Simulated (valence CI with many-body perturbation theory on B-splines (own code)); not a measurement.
Values are calculated unless marked as measured or tabulated.
Pd39+: magnetic and hyperfine properties of the levels

Level of theory: valence CI with perturbative core correlation (CI+MBPT): five valence electrons over a frozen Dirac-Fock core [He], a basis of 11 s, 11 p, 10 d, 8 f, 5 g, 2 h functions for each j, with the one-electron correlation potential Σ1, the two-electron term Σ2, the three-electron term Σ3, Breit, model QED; selected CI, second order for the rest, scaled by the run's own slope (own B-spline code, finite nucleus).

The last digits are not significant, and no measured levels were compared; by estimate large intervals hold to a few tenths of a per cent, small ones and those within an open d or f shell to about a per cent. Among the levels kept, up to 7100 cm⁻¹ of a level comes from second order outside the variational space, and about a tenth of that is noise between levels of different J, which matters for small intervals.

A/g_I is the dipole constant over the nuclear g factor μ/I (μ in nuclear magnetons, uniformly magnetised nucleus), B/Q the quadrupole constant per barn. Both hold the static response of the core; the bare values leave it out. Large factors of s and p1/2 electrons are usually good to 5 to 10 %; those of open d and f shells near neutrality can be off by tens of per cent, and small factors of p3/2, d and f electrons come from cancelling terms and can be off by a factor of two or in sign, in half-filled shells by more. B is blank for J = 1/2, where it vanishes, and for nearly pure S terms. Energies count from the lowest level.

Levels are named by their leading jj configuration (3d3/2^4 stands for four electrons in 3d with j = 3/2), which in mixed levels can hold well under half, so a name can repeat and another be missing. Letters in brackets count levels of one name in rising energy.

```tsv
Level	E (Ry)	g	A/g_I (MHz)	A/g_I bare	B/Q (MHz/b)	B/Q bare
(2s^2 2p1/2^2 2p3/2) J=3/2	0.00	1.402	162000	169000	291000	292000
(2s^2 2p1/2 2p3/2^2) J=3/2	11.18	1.424	3020	10800	70900	71000
(2s^2 2p1/2 2p3/2^2) J=5/2	12.46	1.186	360000	363000	-1600	-1610
(2s^2 2p1/2 2p3/2^2) J=1/2	14.24	0.648	1090000	1080000		
(2s 2p1/2^2 2p3/2^2) J=5/2	24.04	1.505	812000	809000	139000	139000
(2s^2 2p3/2^3) J=3/2	25.48	1.271	186000	191000	-363000	-364000
(2s 2p1/2^2 2p3/2^2) J=1/2	28.01	2.195	3190000	3150000		
(2s 2p1/2^2 2p3/2^2) J=3/2	28.11	1.252	-374000	-356000	-138000	-139000
(2s 2p1/2 2p3/2^3) J=3/2 [a]	36.65	1.480	719000	715000	-260000	-260000
(2s 2p1/2 2p3/2^3) J=5/2	38.62	1.269	1010000	999000	-474000	-475000
(2s 2p1/2 2p3/2^3) J=1/2	40.64	1.473	-822000	-793000		
(2s 2p1/2 2p3/2^3) J=3/2 [b]	41.51	1.096	78700	89100	-4800	-4860
(2s 2p3/2^4) J=1/2	53.15	1.628	3230000	3170000		
(2p1/2^2 2p3/2^3) J=3/2	55.78	1.321	166000	176000	-331000	-332000
(2p1/2 2p3/2^4) J=1/2	68.19	0.648	1090000	1080000		
(2s^2 2p1/2^2 3s) J=1/2	238.02	2.039	941000	931000		
(2s^2 2p1/2^2 3p1/2) J=1/2	241.92	0.661	306000	303000		
(2s^2 2p1/2^2 3p3/2) J=3/2	246.01	1.336	50100	52100	82700	82800
(2s^2 2p1/2 2p3/2 3s) J=3/2 [a]	249.45	1.662	247000	250000	210000	210000
(2s^2 2p1/2 2p3/2 3s) J=1/2	249.90	1.289	-375000	-359000		
(2s^2 2p1/2^2 3d3/2) J=3/2	249.97	0.795	34800	34600	16400	16600
(2s^2 2p1/2 2p3/2 3s) J=5/2	250.45	1.345	483000	483000	241000	242000
(2s^2 2p1/2 2p3/2 3s) J=3/2 [b]	250.81	1.001	330000	335000	161000	161000
(2s^2 2p1/2^2 3d5/2) J=5/2	251.54	1.206	40400	40500	12700	13000
(2s^2 2p1/2 2p3/2 3p1/2) J=1/2	253.33	1.696	-165000	-153000		
(2s^2 2p1/2 2p3/2 3p1/2) J=3/2 [a]	253.69	1.148	243000	246000	49300	49400
(2s^2 2p1/2 2p3/2 3p1/2) J=5/2	254.45	1.102	386000	387000	246000	246000
(2s^2 2p1/2 2p3/2 3p1/2) J=3/2 [b]	255.86	1.378	253000	259000	284000	285000
(2s^2 2p1/2 2p3/2 3p3/2) J=5/2 [a]	256.93	1.428	17000	21900	354000	355000
(2s^2 2p1/2 2p3/2 3p3/2) J=1/2 [a]	257.24	1.691	-255000	-247000		
(2s^2 2p1/2 2p3/2 3p3/2) J=3/2 [a]	257.62	1.195	316000	316000	-205000	-205000
(2s^2 2p1/2 2p3/2 3p3/2) J=7/2	258.06	1.252	252000	254000	343000	344000
(2s^2 2p1/2 2p3/2 3p3/2) J=3/2 [b]	258.43	1.375	104000	109000	65600	65700
(2s^2 2p1/2 2p3/2 3p3/2) J=5/2 [b]	259.06	1.201	345000	346000	25000	25100
(2s^2 2p1/2 2p3/2 3p3/2) J=1/2 [b]	259.89	0.678	1070000	1070000		
(2s 2p1/2^2 2p3/2 3s) J=5/2	260.53	1.700	876000	872000	246000	246000
(2s^2 2p1/2 2p3/2 3d3/2) J=3/2 [a]	261.46	0.936	69700	71300	-163000	-164000
(2s^2 2p1/2 2p3/2 3d3/2) J=5/2	261.60	0.978	175000	176000	-42600	-42500
(2s^2 2p1/2 2p3/2 3d3/2) J=1/2 [a]	261.67	0.226	241000	233000		
(2s 2p1/2^2 2p3/2 3s) J=3/2 [a]	261.79	1.572	984000	981000	167000	168000
```

Task: Take the isotope of mass number 105, with I = 5/2, μ = -0.642 μN and Q = 0.66 b. What is the hyperfine structure of (2s^2 2p1/2 2p3/2^2) J=1/2?

Result: From the table A = -280000 MHz. Shifts from the centre of gravity in MHz: F = 2: 490000, F = 3: -350000.
